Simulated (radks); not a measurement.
Question: All-electron atom: Lu+ in [Xe] 4f14 6s2. Calculated with a radial shooting solver on a logarithmic mesh with Libxc functionals: scalar-relativistic Kohn-Sham, r2SCAN, spin-unpolarised, spherical densities, finite nucleus; meta-GGA in the generalised Kohn-Sham scheme; Fermi nuclear charge, rms radius 5.37 fm. Some entries of the table are withheld. Estimate them.

orbital,occ.,eigenvalue (hartree),<r> (bohr)
1s,2,-2327.030,0.01932
2s,2,-397.2942,0.08182
2p,6,-349.4625,0.07292
3s,2,-90.62874,0.2124
3p,6,-76.20401,0.2121
3d,10,-58.86170,0.1925
4s,2,-18.49389,0.4782
4p,6,-13.74050,0.5078
4d,10,-7.50904,0.5478
5s,2,-2.63668,1.171
5p,6,-1.52671,1.380
4f,14,-0.68615,0.7192
6s,2,-0.40890,(1)
5d,0,-0.33129,2.359
6p,0,-0.23522,(2)

Answer: 
(1) 6s <r> (bohr): 3.301
(2) 6p <r> (bohr): 4.058
